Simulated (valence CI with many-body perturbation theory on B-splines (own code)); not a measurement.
**Se20+: what the settings do**

Computed by configuration interaction combined with many-body perturbation theory (CI+MBPT): four valence electrons over a frozen Dirac-Fock core [Ne], a basis of 6 s, 6 p, 5 d, 3 f, 1 g functions for each j, with the one-electron correlation potential Σ1, the two-electron term Σ2, the three-electron term Σ3, Breit, model QED; selected CI, second order for the rest, scaled by the run's own slope (own B-spline code, finite nucleus).

No measured levels were compared; by estimate levels of excited configurations hold to 0.05 to 0.15 % of their energy, terms of the ground configuration to about 0.5 %.

The reference run has the lowest level 3s2 3p2 3P_0 and an ionisation energy of 844.805 eV. Its largest variational space holds 9994 state functions.

Names give the largest LS component (configuration and term), which can be under half, so a name can repeat, a term be missing and a line seem to break the LS rules; names also repeat where a configuration has a term twice.

Changed runs:
A. Breit term on → off; QED terms on → off
B. QED terms on → off
C. size limit of the variational space 10000 → 1500; second order for the rest on → off
D. Davidson tolerance 2e-05 → 0.03 (bad on purpose)

Excitation energies of the reference run in cm⁻¹, and shifts in cm⁻¹:

| Level | Reference | A | B | C | D |
| --- | --- | --- | --- | --- | --- |
| 3s2 3p2 3P_1 | 48913 | +1154 | -138 | +584 | +0.1 |
| 3s2 3p2 3P_2 | 71788 | +1539 | -154 | +527 | +0.2 |
| 3s2 3p2 1D_2 | 142649 | +2500 | -275 | +553 | +0.3 |
| 3s2 3p2 1S_0 | 207314 | +2247 | -248 | +21 | 0 |
| 3s 3p3 5S°_2 | 405107 | +2417 | +1623 | +643 | +0.1 |
| 3s 3p3 3D°_1 | 506363 | +2144 | +1482 | +924 | +0.1 |
| 3s 3p3 3D°_2 | 510739 | +2497 | +1457 | +1115 | +0.2 |
| 3s 3p3 3D°_3 | 530057 | +3344 | +1404 | +1219 | +0.2 |
| 3s 3p3 3P°_0 | 587434 | +2724 | +1427 | +101 | 0 |
| 3s 3p3 3P°_1 | 593671 | +3097 | +1394 | +999 | +0.1 |
| 3s 3p3 3P°_2 | 594673 | +3193 | +1201 | +1368 | +0.2 |
| 3s2 3p 3d 1D°_2 | 648122 | +3848 | +851 | +1524 | +0.4 |
| Ionisation energy (eV) | 844.805 | +0.454 | -0.025 | -0.002 | 0 |
